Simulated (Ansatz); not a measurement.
Coupled-cluster diagnostics for the cluster PtF₂, Ansatz.

Geometry of the singlet (PBE-D4/def2-TZVP):

Cartesian coordinates in Å:
```
Pt -0.181 0.431 -0.053
F -1.351 -0.726 0.795
F 1.532 0.294 -0.742
```

In the def2 sets Pt takes a core potential; there is no spin–orbit coupling. Correlated methods freeze 2 core orbitals; core or outer-core shells of Pt are correlated, in sets that lack core-valence functions. The structure comes from a short search, and lower isomers may exist.

Geometry of the charge 0 triplet (PBE-D4/def2-TZVP):

```xyz
3

Pt    0.001    0.001   -0.001
F    -1.564    0.293   -0.935
F     1.563   -0.294    0.936
```

Geometry of the charge 0 quintet (PBE-D4/def2-TZVP):

```csv
atom,x (Å),y (Å),z (Å)
Pt1,-0.643,0.165,-0.481
F2,-0.290,-1.454,0.589
F3,0.934,1.289,-0.109
```

**Question.** Estimate the CCSD(T) correlation energy, the shares of MP2 and (T), T1 and the reference's ⟨S²⟩ for: charge 0, singlet, own geometry in def2-TZVPP; charge 0, singlet, own geometry in def2-TZVPD; charge 0, triplet, own geometry in def2-TZVPP; charge 0, quintet, own geometry in def2-TZVPP; charge 1, doublet, vertical in def2-TZVPP; charge -1, doublet, vertical in def2-TZVPD; and the rough time on 4 threads of Intel Xeon Platinum 8559C on a shared host.

**Answer.** 
```csv
state,basis,correlation (eV),MP2 share (%),(T) share (%),T1,⟨S²⟩ (pure),wall time,remarks
"charge 0, singlet, own geometry",def2-TZVPP,-29.893,98.5,3.9,0.029,0.00 (0.00),6 s,restricted SCF unstable
"charge 0, singlet, own geometry",def2-TZVPD,-25.728,98.6,3.8,0.030,0.00 (0.00),6.5 s,restricted SCF unstable
"charge 0, triplet, own geometry",def2-TZVPP,-29.236,98.5,3.7,0.029,2.01 (2.00),11 s,–
"charge 0, quintet, own geometry",def2-TZVPP,-28.370,97.8,3.6,0.032,6.02 (6.00),14 s,–
"charge 1, doublet, vertical",def2-TZVPP,-29.138,97.0,4.4,0.070,1.33 (0.75),49 s,"large T1, spin-contaminated"
"charge -1, doublet, vertical",def2-TZVPD,-26.103,100.2,3.4,0.022,0.77 (0.75),12 s,–
```
Customary marks for T1 are 0.02 (closed shells), 0.045 (open shells) and about 0.05 (3d metals). T1 exceeds 0.02 in 6 of 6 rows and 0.045 in 1; the higher it lies, the less the single-reference result can be trusted.
